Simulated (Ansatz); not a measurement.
Basis-set extrapolation for C2H8Si2 (`[SiH3][SiH]1CC1`) (PBE0-D4/def2-TZVP geometry, frozen core, the Gaussian-basis code of Ansatz). Multiplicity 1, RHF reference.

```tsv
	def2-TZVPP	def2-QZVPP
HF	-658.259151	-658.280621
MP2 correlation	-0.595965	-0.635118
CCSD(T) correlation	-0.679907	not run
```

Energies in hartree. Use E(X) = E(∞) + A·exp(−7.88·√X) for Hartree–Fock and E(X) = E(∞) + B·X^(−2.97) for correlation, with X = 3 and 4, and add CCSD(T) minus MP2 of the smaller set to the MP2 limit.

Question: What is the CCSD(T) energy at the basis-set limit?

Answer: HF limit: -658.280621 + (-0.021470) × 0.13774 = -658.28358. MP2 limit: -0.635118 + (-0.039153) × 0.74074 = -0.66412. Higher-order term: -0.679907 − (-0.595965) = -0.08394. Total: -659.03164 hartree, 243.1 kJ/mol below CCSD(T)/def2-TZVPP.
